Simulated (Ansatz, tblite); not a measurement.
Isomers of Al₄H₅⁺ (singlet), found by a short tight-binding search and relaxed with B3LYP-D4/def2-SVP in Ansatz.

The xTB rows come from tblite. B3LYP takes the VWN-RPA correlation. Correlated methods freeze 20 core orbitals.

Run but left out: HF/def2-TZVP, HF/def2-TZVPP (A: restricted singlet, unstable towards broken spin symmetry).

A: The restricted singlet is unstable towards broken spin symmetry in Hartree–Fock (as tested in another run); at PBE-D4/def2-SVP, PBE-D4/def2-TZVP, BLYP-D4/def2-TZVP, r2SCAN-D4/def2-TZVP and others this wasn't settled. At MP2/def2-TZVP, CCSD(T)/def2-TZVPP the restricted singlet (for correlated methods, its reference) is unstable: a solution with broken spin symmetry lies lower. B: The restricted singlet is unstable towards broken spin symmetry in Hartree–Fock (as tested in another run); at PBE-D4/def2-SVP, PBE-D4/def2-TZVP, BLYP-D4/def2-TZVP, r2SCAN-D4/def2-TZVP and others this wasn't settled. At CCSD(T)/def2-TZVPP the restricted singlet (for correlated methods, its reference) is unstable: a solution with broken spin symmetry lies lower. E: The restricted singlet is unstable towards broken spin symmetry in Hartree–Fock (as tested in another run); at PBE-D4/def2-SVP, PBE-D4/def2-TZVP, BLYP-D4/def2-TZVP, r2SCAN-D4/def2-TZVP and others this wasn't settled. At MP2/def2-TZVP, CCSD(T)/def2-TZVPP the restricted singlet (for correlated methods, its reference) is unstable: a solution with broken spin symmetry lies lower.

Other spin states weren't relaxed.

A:

```xyz
9

Al   -3.1078   -1.8464   -2.0363
Al   -0.9264   -0.3287   -0.7299
Al    2.3820   -0.3157    2.5236
Al    0.9971    1.0539    0.3963
H    -2.0334   -0.0895   -1.9680
H     0.7890    0.8597    2.0463
H    -1.6343   -1.8428   -0.5711
H     1.2357    2.5030   -0.1752
H     2.2980    0.0065    0.5143
```

B:

```xyz
9

Al    0.277    0.326    0.309
Al   -2.704    0.309   -0.549
Al    2.524    1.387   -1.164
Al   -0.546   -2.643    0.672
H     1.548    1.378    0.593
H    -1.105    1.227    0.297
H    -1.383   -1.074   -0.139
H     0.542   -1.021    1.223
H     0.846    0.110   -1.241
```

C:

```xyz
9

Al   -0.701   -0.943    2.474
Al   -0.060   -1.113   -0.720
Al    0.092    1.199    0.594
Al    0.617    1.063   -1.916
H     1.056    1.904   -3.167
H    -0.286    1.014    2.207
H     0.875   -0.448    0.680
H    -0.415   -2.616   -0.387
H    -1.178   -0.059    0.235
```

D:

Cartesian coordinates in Å:
```
Al 1.649 3.834 -1.395
Al 0.534 1.254 -0.443
Al -0.443 -1.021 0.378
Al -1.399 -3.268 1.173
H -0.471 -1.478 1.957
H 0.476 2.151 -1.848
H 0.157 -2.464 -0.129
H -2.004 -1.465 0.123
H 1.502 2.458 0.185
```

E:

```xyz
9

Al    0.578    0.716   -0.192
Al    2.217    3.032   -0.887
Al    0.682   -1.587    1.045
Al   -1.545   -1.001    0.036
H     1.527    1.165   -1.482
H    -0.960   -1.214    1.652
H    -3.052   -1.090   -0.393
H    -0.353   -2.219   -0.271
H     0.905    2.198    0.491
```

**Question.** Estimate which lies lowest at each level, and how far above it the others are (eV).

**Answer.** 
| level | A | B | C | D | E |
| --- | --- | --- | --- | --- | --- |
| GFN1-xTB | 0.67 | 0.00 | 1.78 | 0.36 | 1.11 |
| GFN2-xTB | 1.10 | 1.92 | 0.00 | 0.61 | 0.39 |
| PBE-D4/def2-SVP | 0.54 | 0.54 | 0.22 | 0.52 | 0.00 |
| PBE-D4/def2-TZVP | 0.57 | 0.57 | 0.21 | 0.54 | 0.00 |
| BLYP-D4/def2-TZVP | 0.26 | 0.11 | 0.31 | 0.34 | 0.00 |
| r2SCAN-D4/def2-TZVP | 0.70 | 0.87 | 0.25 | 0.68 | 0.00 |
| r2SCANh-D4/def2-TZVP | 0.66 | 0.84 | 0.24 | 0.65 | 0.00 |
| B3LYP-D4/def2-TZVP | 0.28 | 0.23 | 0.29 | 0.37 | 0.00 |
| PBE0-D4/def2-SVP | 0.51 | 0.60 | 0.19 | 0.52 | 0.00 |
| PBE0-D4/def2-TZVP | 0.55 | 0.63 | 0.18 | 0.54 | 0.00 |
| MP2/def2-TZVP | 0.51 | 0.71 | 0.27 | 0.60 | 0.00 |
| MP2/def2-TZVPP | 0.51 | 0.70 | 0.27 | 0.59 | 0.00 |
| CCSD/def2-TZVPP | 0.32 | 0.50 | 0.29 | 0.45 | 0.00 |
| CCSD(T)/def2-TZVPP | 0.43 | 0.59 | 0.29 | 0.53 | 0.00 |
Point groups (tolerance 0.1 Å): A Cs, B Cs, C Cs, D not assigned, E Cs. A and D have the same bonds, so they are conformers or stereoisomers. Lower isomers may exist.
